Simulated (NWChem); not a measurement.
System: SnNH2F, singlet; SMILES [NH2][Sn][F]

NWChem printed, in part:

```
             Northwest Computational Chemistry Package (NWChem) 7.3.0
             --------------------------------------------------------

 CS  symmetry detected

                             Geometry "geometry" -> ""
                             -------------------------

 Output coordinates in angstroms (scale by  1.889725989 to convert to a.u.)

  No.       Tag          Charge          X              Y              Z
 ---- ---------------- ---------- -------------- -------------- --------------
    1 Sn                  50.0000     0.38466426     0.00176842     0.00000000
    2 F                    9.0000    -0.92652496    -1.49202082     0.00000000
    3 N                    7.0000    -1.11243351     1.40002487     0.00000000
    4 H                    1.0000    -2.09984490     1.12080542     0.00000000
    5 H                    1.0000    -1.00760889     2.41878673     0.00000000

 Effective nuclear repulsion energy (a.u.)     251.3380698381

      Symmetry information
      --------------------

 Group name             Cs
 Group number              2
 Group order               2
 No. of unique centers     5

 Summary of "ao basis" -> "ao basis" (spherical)
 ------------------------------------------------------------------------------
       Tag                 Description            Shells   Functions and Types
 ---------------- ------------------------------  ------  ---------------------
 Sn                         def2-svp                10       26   4s4p2d
 F                          def2-svp                 6       14   3s2p1d
 N                          def2-svp                 6       14   3s2p1d
 H                          def2-svp                 3        5   2s1p

      Symmetry analysis of basis
      --------------------------

        a'         46
        a"         18

            General Information
            -------------------
          SCF calculation type: DFT
          Wavefunction type:  closed shell.
          No. of atoms     :     5
          No. of electrons :    40
           Alpha electrons :    20
            Beta electrons :    20
          Charge           :     0
          Spin multiplicity:     1
          Use of symmetry is: on ; symmetry adaption is: on
          Maximum number of iterations: 150
          AO basis - number of functions:    64
                     number of shells:    28
          Convergence on energy requested:  1.00D-06
          Convergence on density requested:  1.00D-05
          Convergence on gradient requested:  5.00D-04

              XC Information
              --------------
          PerdewBurkeErnzerhof Exchange Functional  1.000
            Perdew 1991 LDA Correlation Functional  1.000 local
           PerdewBurkeErnz. Correlation Functional  1.000 non-local

             Grid Information
             ----------------
          Grid used for XC integration:  medium
          Radial quadrature: Mura-Knowles
          Angular quadrature: Lebedev.
          Tag              B.-S. Rad. Rad. Pts. Rad. Cut. Ang. Pts.
          ---              ---------- --------- --------- ---------
          Sn                  1.45      123           9.0       590
          F                   0.50       49          10.0       434
          N                   0.65       49           8.0       434
          H                   0.35       45          10.0       434
          Grid pruning is: on
          Number of quadrature shells:   311
          Spatial weights used:  Erf1

      Superposition of Atomic Density Guess
      -------------------------------------

 Sum of atomic energies:        -403.63099398

      Non-variational initial energy
      ------------------------------

 Total energy =    -368.105057
 1-e energy   =    -834.495616
 2-e energy   =     343.524969
 HOMO         =      -0.309087
 LUMO         =      -0.035881

      Symmetry analysis of molecular orbitals - initial
      -------------------------------------------------

  Numbering of irreducible representations:

     1 a'          2 a"

  Orbital symmetries:

     1 a'          2 a'          3 a'          4 a'          5 a'
     6 a"          7 a'          8 a'          9 a'         10 a"
    11 a"         12 a'         13 a'         14 a'         15 a'
    16 a"         17 a'         18 a'         19 a"         20 a'
    21 a"         22 a'         23 a'         24 a'         25 a'
    26 a'         27 a"         28 a'         29 a'         30 a'

     ---------------------------------------------
      Total Density - Mulliken Population Analysis
     ---------------------------------------------

    Atom       Charge   Shell Charges
 -----------   ------   -------------------------------------------------------
    1 Sn  22    20.73   1.60  0.43  1.18  0.71  3.28  2.72  0.49  0.26  9.78  0.30
    2 F    9     9.78   1.99  1.16  0.81  3.58  2.24  0.00
    3 N    7     7.97   1.99  1.04  0.50  2.58  1.84  0.00
    4 H    1     0.77   0.59  0.14  0.04
    5 H    1     0.76   0.59  0.13  0.04

   convergence    iter        energy       DeltaE   RMS-Dens  Diis-err
 ---------------- ----- ----------------- --------- --------- ---------
 d= 0,ls=0.0,diis     1   -369.7368399359 -4.93D+02  4.53D-02  8.88D-01
 d= 0,ls=0.0,diis     2   -367.8676285325  1.87D+00  3.33D-02  1.84D+01
 d= 0,ls=0.0,diis     3   -369.7109485391 -1.84D+00  1.45D-02  1.04D+00
 d= 0,ls=0.0,diis     4   -369.8288759386 -1.18D-01  4.47D-03  2.84D-01
 d= 0,ls=0.0,diis     5   -369.8630879162 -3.42D-02  1.20D-03  1.90D-03
  Resetting Diis
 d= 0,ls=0.0,diis     6   -369.8633540504 -2.66D-04  4.02D-04  7.56D-04
 d= 0,ls=0.0,diis     7   -369.8634974834 -1.43D-04  1.99D-04  2.25D-05
 d= 0,ls=0.0,diis     8   -369.8634707576  2.67D-05  1.45D-04  2.36D-04
 d= 0,ls=0.0,diis     9   -369.8635004806 -2.97D-05  1.81D-05  8.48D-07
 d= 0,ls=0.0,diis    10   -369.8635005624 -8.18D-08  4.11D-06  1.64D-07

         Total DFT energy =     -369.863500562380
      One electron energy =     -837.265583698356
           Coulomb energy =      380.558635880616
    Exchange-Corr. energy =      -36.022142694066
 Nuclear repulsion energy =      122.865589949426

 Numeric. integr. density =       40.000001157509

                  Occupations of the irreducible representations
                  ----------------------------------------------

                     irrep           alpha         beta
                     --------     --------     --------
                     a'               15.0         15.0
                     a"                5.0          5.0

                       DFT Final Molecular Orbital Analysis
                       ------------------------------------

 Vector   18  Occ=2.000000D+00  E=-2.768007D-01  Symmetry=a'
              MO Center= -7.0D-01, -1.3D+00, -2.2D-15, r^2= 1.3D+00
   Bfn.  Coefficient  Atom+Function         Bfn.  Coefficient  Atom+Function
  ----- ------------  ---------------      ----- ------------  ---------------
    31      0.553929  2 F  py                34     -0.391096  2 F  py
    30     -0.273058  2 F  px                33      0.193467  2 F  px
     3      0.161068  1 Sn s                 11      0.157061  1 Sn px
     4      0.105564  1 Sn s                 14      0.097212  1 Sn px
     2     -0.069429  1 Sn s                 15     -0.066659  1 Sn py

 Vector   19  Occ=2.000000D+00  E=-2.340683D-01  Symmetry=a'
              MO Center=  1.2D-01, -1.0D-01, -2.3D-15, r^2= 3.3D+00
   Bfn.  Coefficient  Atom+Function         Bfn.  Coefficient  Atom+Function
  ----- ------------  ---------------      ----- ------------  ---------------
     3      0.462352  1 Sn s                 30      0.359340  2 F  px
     4      0.345008  1 Sn s                 11      0.291561  1 Sn px
    33     -0.262778  2 F  px                43     -0.261685  3 N  s
    44      0.203747  3 N  px                 2     -0.192098  1 Sn s
     1     -0.160520  1 Sn s                 45     -0.156616  3 N  py

 Vector   20  Occ=2.000000D+00  E=-2.161199D-01  Symmetry=a"
              MO Center= -9.5D-01,  1.1D+00,  5.6D-16, r^2= 1.7D+00
   Bfn.  Coefficient  Atom+Function         Bfn.  Coefficient  Atom+Function
  ----- ------------  ---------------      ----- ------------  ---------------
    46      0.534297  3 N  pz                49     -0.453237  3 N  pz
    13     -0.170651  1 Sn pz                32     -0.168909  2 F  pz
    16     -0.143381  1 Sn pz                35      0.128521  2 F  pz
    18      0.062410  1 Sn d -1              10      0.058287  1 Sn pz
     7      0.054259  1 Sn pz                23     -0.046503  1 Sn d -1

 Vector   21  Occ=0.000000D+00  E=-8.768477D-02  Symmetry=a"
              MO Center=  2.4D-01,  1.2D-01,  8.2D-15, r^2= 3.5D+00
   Bfn.  Coefficient  Atom+Function         Bfn.  Coefficient  Atom+Function
  ----- ------------  ---------------      ----- ------------  ---------------
    13      0.548114  1 Sn pz                16      0.546551  1 Sn pz
    49     -0.270129  3 N  pz                46      0.264044  3 N  pz
    32      0.176517  2 F  pz                10     -0.167110  1 Sn pz
     7     -0.154950  1 Sn pz                35     -0.147704  2 F  pz
    25     -0.056444  1 Sn d  1              20      0.049599  1 Sn d  1

 Vector   22  Occ=0.000000D+00  E=-3.104967D-02  Symmetry=a'
              MO Center=  4.9D-01,  5.4D-02, -1.3D-15, r^2= 4.2D+00
   Bfn.  Coefficient  Atom+Function         Bfn.  Coefficient  Atom+Function
  ----- ------------  ---------------      ----- ------------  ---------------
    15      0.771048  1 Sn py                12      0.403753  1 Sn py
    43     -0.357971  3 N  s                 29      0.265263  2 F  s
    30     -0.194867  2 F  px                56      0.174511  4 H  s
     3     -0.172082  1 Sn s                 14      0.167250  1 Sn px
    33      0.164460  2 F  px                 9     -0.134481  1 Sn py

[...]
```

Level: PBE/def2-SVP with def2 effective core potentials on Sn. Low-valent species are run as closed-shell singlets; no triplet was tried in these runs. All runs use the structure optimised with PBE-D3(BJ)/def2-SVP. def2 effective core potentials on Sn; no spin-orbit coupling.

Write an input that gives this output.

One answer among several that fit: the input that was run:
```
start job
memory heap 200 mb stack 900 mb global 1100 mb
geometry units angstroms noautoz
  Sn     0.378284     0.030676     0.000000
  F     -0.817201    -1.557228     0.000000
  N     -1.219448     1.312735     0.000000
  H     -2.183142     0.960260     0.000000
  H     -1.191311     2.336489     0.000000
end
basis spherical
  * library def2-svp
end
ecp
  Sn library def2-ecp
end
dft
  xc xpbe96 cpbe96
  iterations 150
  mulliken
end
task dft energy
```
